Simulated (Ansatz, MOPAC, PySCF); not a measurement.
The same groups moved round the core (cyclohexane formyl+silyl). All species are isolated molecules in the gas phase. One relaxed conformer stands for each flexible species; it need not be the lowest. Strings in code marks are SMILES.

Quantity: electronic energy of isomers of C7H14OSi relative to `O=CC1([SiH3])CCCCC1` (O–C–C–Si torsion 100°), in kJ/mol. Semi-empirical values (MOPAC) are differences of heats of formation.

Level 1: frozen-core CCSD(T)/cc-pVDZ // PBE-D3(BJ)/def2-SVP (Ansatz, a quantum-chemistry and plane-wave program)
Level 2: PBE-D3(BJ)/def2-TZVP // PBE-D3(BJ)/def2-SVP (PySCF)
Level 3: HF/STO-3G // PBE-D3(BJ)/def2-SVP (PySCF)
Level 4: PM3 // PBE-D3(BJ)/def2-SVP (MOPAC)

```json
[
 {"species": "`O=C[C@@H]1CCCC[C@@H]1[SiH3]` (O–C–C–C torsion 145°)", "level 1": "3.65", "level 2": "…", "level 3": "3.92", "level 4": "28.50"},
 {"species": "`O=C[C@H]1CC[C@H]([SiH3])CC1` (O–C–C–C torsion 1°)", "level 1": "…", "level 2": "7.63", "level 3": "-5.20", "level 4": "…"},
 {"species": "`O=C[C@@H]1CCCC[C@H]1[SiH3]` (O–C–C–C torsion 103°)", "level 1": "…", "level 2": "12.06", "level 3": "-2.85", "level 4": "9.83"},
 {"species": "`O=C[C@@H]1CCC[C@H]([SiH3])C1` (O–C–C–C torsion 122°)", "level 1": "…", "level 2": "9.60", "level 3": "-7.05", "level 4": "4.85"},
 {"species": "`O=C[C@H]1CC[C@@H]([SiH3])CC1` (O–C–C–C torsion 133°)", "level 1": "4.91", "level 2": "9.41", "level 3": "-2.73", "level 4": "11.66"},
 {"species": "`O=C[C@@H]1CCC[C@@H]([SiH3])C1` (O–C–C–C torsion 132°)", "level 1": "4.14", "level 2": "…", "level 3": "-2.98", "level 4": "12.08"}
]
```

Task: Fill in the missing entries.

Result: 
- `O=C[C@@H]1CCCC[C@@H]1[SiH3]` (O–C–C–C torsion 145°), level 2: 10.46
- `O=C[C@H]1CC[C@H]([SiH3])CC1` (O–C–C–C torsion 1°), level 1: 4.00
- `O=C[C@H]1CC[C@H]([SiH3])CC1` (O–C–C–C torsion 1°), level 4: 6.19
- `O=C[C@@H]1CCCC[C@H]1[SiH3]` (O–C–C–C torsion 103°), level 1: 11.25
- `O=C[C@@H]1CCC[C@H]([SiH3])C1` (O–C–C–C torsion 122°), level 1: 9.16
- `O=C[C@@H]1CCC[C@@H]([SiH3])C1` (O–C–C–C torsion 132°), level 2: 8.62
